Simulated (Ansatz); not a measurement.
Q: Name a neutral molecule of Ag, C, O, P and H with LUMO energy (PBE/def2-TZVPP) between -1.10 and -0.80 eV and LUMO energy (B3LYP/def2-TZVPP) between -0.50 and -0.20 eV (Ansatz, PBE0-D4/def2-TZVP geometry).

A: `C[P+](C)(C)[Ag-][OH]` (-0.84 eV, -0.35 eV); `CC[P+](CC)(CC)[Ag-][O]C` (-0.86 eV, -0.36 eV). Other molecules can fit too; these were computed, each in one conformer that needn't be the lowest.

B3LYP here is the variant with VWN-RPA as its local correlation; programs differ in this.
